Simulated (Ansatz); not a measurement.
Geometry optimisation, RKS B3LYP-D4/def2-SVP in Ansatz.

input.yaml

```yaml
crystal:
  periodic: [false, false, false]
  atoms:
    - { symbol: Hf, position_ang: [0.0, 0.0, 0.0] }
    - { symbol: F, position_ang: [0.0, 0.0, 2.33] }
    - { symbol: Cl, position_ang: [2.3764, 0.0, -0.8392] }
    - { symbol: "N", position_ang: [-1.0409, 1.8034, -0.7359] }
    - { symbol: H, position_ang: [-2.061, 1.7482, -1.0186] }
    - { symbol: H, position_ang: [-0.5204, 2.7241, -0.8065] }
    - { symbol: Cl, position_ang: [-1.1869, -2.0563, -0.8392] }
    - { symbol: Br, position_ang: [1.5658, -2.3777, 0.946] }
    - { symbol: H, position_ang: [0.7081, -1.0753, 2.203] }
basis:
  gaussian: { orbitals: def2-SVP }
hamiltonian:
  xc: b3lyp
  dispersion: d4
relax:
  f_tol: 0.15
  max_steps: 25
  restrain:
    - { distance: [0, 7], at: 3.9, k: 30.0 }
    - { distance: [8, 1], at: 2.12, k: 30.0 }
    - { distance: [0, 1], at: 1.98, k: 30.0 }
    - { distance: [8, 7], at: 1.55, k: 30.0 }
```

Command:

```bash
$ ansatz run input.yaml --threads 4 --pin off --max-ram 5120MiB --backend cpu --events-out ev --progress --plain --runs-dir out
```

Question: Where does it end, and by what steps?

Answer: The forces met the threshold. The restraints hold the end off the free minimum; the threshold counts their pulls, which the force column leaves out. Restrained pairs: Hf1–Br8 (3.00 → 3.90 Å), F2–H9 (1.29 → 2.12 Å), Hf1–F2 (2.33 → 1.96 Å), Br8–H9 (2.00 → 1.50 Å). After 7 steps the energy has fallen by 2.965 eV (the restraints' own energy left out); Br8 moved furthest, 0.89 Å.

```
step  energy less start (eV)  largest force component (eV/Å)  accepted
   0                  0.0000                           2.347       yes
   1                 -0.4391                           2.954       yes
   2                 -1.1350                           3.984       yes
   3                 -2.0735                           3.726       yes
   4                 -2.7569                           1.382       yes
   5                 -2.9008                           1.293       yes
   6                 -2.9520                           1.158       yes
   7                 -2.9654                           1.097       yes
```

```xyz
9
Properties=species:S:1:pos:R:3
Hf -0.047 0.123 -0.149
F 0.018 0.089 1.808
Cl 2.134 0.408 -1.016
N -1.042 1.769 -0.714
H -2.026 1.797 -0.979
H -0.643 2.702 -0.824
Cl -1.359 -1.653 -0.986
Br 1.750 -2.802 1.703
H 1.055 -1.667 2.396
```

Time of the run: 39 s on 4 threads of Arm Neoverse V1, with other jobs on the host, peak memory 0.5 GiB.
